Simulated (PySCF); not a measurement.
Part of a log for `[SiH3]OCC=C`: ground state, then the species with a core hole.

Level of theory: delta-SCF UKS SCAN, pcX-2 on the ionised atom, pcseg-1 elsewhere, spin-free X2C in PySCF 2.14.0. Atoms in this output count from 0. The cycles run on a coarse integration grid; for E(ground) and E(ion) the exchange–correlation energy is redone on a finer one, so they differ from the last cycle, and only they enter the binding energy.

Coordinates (Å, GFN2-xTB):
```
C      2.475740     0.671170     0.208831
C      1.472131    -0.140780     0.478581
C      0.248809    -0.286638    -0.373053
O     -0.894696    -0.147701     0.421859
Si    -2.455065    -0.142028    -0.002601
H      2.479246     1.296409    -0.669178
H      3.340639     0.737651     0.846328
H      1.470264    -0.753361     1.369325
H      0.246553    -1.283056    -0.839884
H      0.246326     0.461874    -1.174563
H     -2.849928    -1.420565    -0.604874
H     -2.737299     0.913682    -0.981138
H     -3.047108     0.093830     1.302639
```

```
ground state, core basis on atom 2 (C), 145 functions
  cycle   1  E = -484.35052324  |g| = 5.93e-02
  cycle   2  E = -484.35027957  |g| = 3.72e-02
  cycle   3  E = -484.35023878  |g| = 3.86e-02
  cycle   4  E = -484.35063625  |g| = 6.58e-03
  cycle   5  E = -484.35064828  |g| = 9.75e-04
  cycle   6  E = -484.35064861  |g| = 3.70e-04
  E(ground) = -484.39023220 Eh
hole in C 1s of atom 2
  cycle   1  E = -473.04685705  |g| = 1.51e+00
  cycle   2  E = -471.55171781  |g| = 2.27e+00
  cycle   3  E = -473.49601904  |g| = 4.72e-01
  cycle   4  E = -473.53018809  |g| = 3.80e-01
  ...
  cycle  11  E = -473.60509361  |g| = 9.10e-04
  cycle  12  E = -473.60509692  |g| = 6.44e-04
  cycle  13  E = -473.60510014  |g| = 3.71e-04
  E(ion) = -473.64379785 Eh   <S^2> = 0.7739   hole on atom = 1.000
```

Problem. What is the C 1s binding energy of atom 2?

Solution. (-473.643798 − (-484.390232)) Eh × 27.2114 eV/Eh = 292.43 eV, for the sp3 carbon bound to oxygen.

The structure is a single GFN2-xTB conformer in the gas phase; no vibrational or solvent corrections.

Conformer computed: `[CH2:1]=[CH:2][CH2:3][O:4][SiH3:5]`: C1–C2–C3–O4 -129°, C2–C3–O4–Si5 176°.
Labels such as C1 count atoms from 1, the log's own numbers from 0.
